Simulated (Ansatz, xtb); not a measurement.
# F3GaH5NSi: which of two structures lies lower

We compare I, a singlet given by its coordinates, with II, a singlet given by its coordinates. Both are isolated molecules in the gas phase, relaxed with PBE0-D4/def2-SVP.

I (Å):

```json
{"atom": "F", "x (Å)": "1.0966", "y (Å)": "0.8494", "z (Å)": "0.9724"}
{"atom": "F", "x (Å)": "-1.3014", "y (Å)": "-3.0844", "z (Å)": "-0.7499"}
{"atom": "F", "x (Å)": "-0.1481", "y (Å)": "-2.2644", "z (Å)": "-2.9032"}
{"atom": "Ga", "x (Å)": "-0.2512", "y (Å)": "-0.2653", "z (Å)": "1.3956"}
{"atom": "N", "x (Å)": "-0.4169", "y (Å)": "-0.5577", "z (Å)": "-0.7598"}
{"atom": "Si", "x (Å)": "-0.0871", "y (Å)": "-2.1926", "z (Å)": "-1.2982"}
{"atom": "H", "x (Å)": "0.2636", "y (Å)": "-1.6650", "z (Å)": "1.8855"}
{"atom": "H", "x (Å)": "-1.5800", "y (Å)": "0.4760", "z (Å)": "1.7637"}
{"atom": "H", "x (Å)": "0.3412", "y (Å)": "0.1160", "z (Å)": "-0.9239"}
{"atom": "H", "x (Å)": "-1.2898", "y (Å)": "-0.1530", "z (Å)": "-1.1025"}
{"atom": "H", "x (Å)": "1.2212", "y (Å)": "-2.6541", "z (Å)": "-0.8205"}
```

Close contacts (Å): F1–Ga4 1.80, F2–Si6 1.60, F3–Si6 1.61, Ga4–N5 2.18, N5–Si6 1.75, Ga4–H7 1.57, Ga4–H8 1.57, N5–H9 1.03, N5–H10 1.02, Si6–H11 1.47.

II (Å):

```xyz
11

F     3.1747    0.3908    0.1015
F     0.1148    2.4654    0.6076
F    -1.2706    0.9808    2.7004
Ga   -1.0521    1.0564    0.9554
N     0.6776    0.0374    0.7536
Si    1.8745    1.3831    0.3094
H     1.6747    1.8690   -1.0714
H     2.3063    2.1868    1.4688
H     0.9299   -0.3726    1.6579
H     0.7323   -0.7262    0.0763
H    -2.2045    0.8489   -0.0549
```

Close contacts (Å): F1–Si6 1.65, F2–Ga4 1.86, F2–Si6 2.09, F3–Ga4 1.76, Ga4–N5 2.02, Ga4–Si6 3.01, N5–Si6 1.85, Ga4–H11 1.55, N5–H9 1.02, N5–H10 1.02, Si6–H7 1.48, Si6–H8 1.48.

Question: Which of the two would you expect CCSD(T)/def2-SVP + ΔMP2/def2-TZVPP electronic energies to favour?

Answer: CCSD(T)/def2-SVP + ΔMP2/def2-TZVPP gives E(II) − E(I) = +28.7 kJ/mol, favouring structure I, but this leans on the basis-set step: CCSD(T) alone gives +2.1 kJ/mol.

The same difference at several levels:

| level | geometry | E(II) − E(I) (kJ/mol) | departure from the last row (kJ/mol) | job, with rough time for the two |
| --- | --- | --- | --- | --- |
| PBE0-D4/def2-SVP | PBE0-D4/def2-SVP | +3.2 | −25.6 | optimisation, 3.6 min |
| HF/def2-SVP | PBE0-D4/def2-SVP | +12.9 | −15.9 | part of the CCSD(T) run |
| MP2/def2-SVP | PBE0-D4/def2-SVP | +3.0 | −25.8 | part of the CCSD(T) run |
| CCSD(T)/def2-SVP | PBE0-D4/def2-SVP | +2.1 | −26.6 | single point |
| CCSD(T)/def2-SVP + ΔMP2/def2-TZVPP | PBE0-D4/def2-SVP | +28.7 |  | single point, 2.9 min |

The largest departure from CCSD(T)/def2-SVP + ΔMP2/def2-TZVPP is that of CCSD(T)/def2-SVP, 26.6 kJ/mol. Levels run at GFN2-xTB geometries aren't shown. The last row adds to CCSD(T) the change of the MP2 difference between the two basis sets, here +26.6 kJ/mol, a large step that makes the value less sure.

With thermal terms from frequencies at re-optimised GFN2-xTB minima (ideal gas, soft modes damped towards free rotors, one conformer each, 298.15 K, 1 atm): the zero-point term adds +2.1 kJ/mol; ΔH is +31.3 and ΔG +29.8 kJ/mol.

The correlated steps freeze 18 core orbitals; the filled d shell of Ga is correlated, in a basis made for valence electrons. Run with Ansatz 0.2.0, xtb 6.7.1; the last row on 2 threads of Arm Neoverse N1 on a shared host.
